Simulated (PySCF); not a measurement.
F6Si2, SMILES [Si](F)(F)([Si](F)(F)F)F (PBE0/def2-SVP optimised geometry):

```
8

F     -2.959    -1.877     1.861
Si    -1.359    -1.882     1.856
F     -0.858    -3.401     1.853
F     -0.850    -1.187     3.204
Si    -0.547    -0.759     0.000
F     -1.050    -1.457    -1.349
F     -1.053     0.759     0.000
F      1.053    -0.759     0.000
```

Computed with PBE0/def2-TZVP in PySCF 2.14.0.

Problem. What are the frontier orbital energies and the dipole moment?

Solution. HOMO-2 -12.72 eV, HOMO-1 -12.69 eV, HOMO -10.59 eV, LUMO -1.11 eV, LUMO+1 -1.10 eV; dipole moment 0.00 D.

On the same geometry PySCF with PBE/def2-TZVP gives HOMO-2 -10.55 eV, HOMO-1 -10.53 eV, HOMO -9.00 eV, LUMO -1.95 eV, LUMO+1 -1.94 eV; dipole moment 0.00 D.

Meta-Löwdin charges at PBE0/def2-TZVP: F1 -0.48, Si2 1.43, F3 -0.48, F4 -0.48, Si5 1.43, F6 -0.48, F7 -0.48, F8 -0.48.
